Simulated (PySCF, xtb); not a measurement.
In(I) anion (IIn), SMILES [In][I] (connectivity only; charge and spin as stated), charge -1, multiplicity 2.

Harmonic wavenumbers (cm⁻¹) from GFN2-xTB in xtb 6.7.1 at its own minimum, in rising order: 129.

Problem. What does PySCF with PBE-D3(BJ)/def2-TZVPD give at its own minimum? (An estimate is asked for; the answer gives what the named calculation found.)

Solution. 111. Paired by order, the mean absolute difference is 18 cm⁻¹ and the zero-point energies are 0.2 and 0.2 kcal/mol.
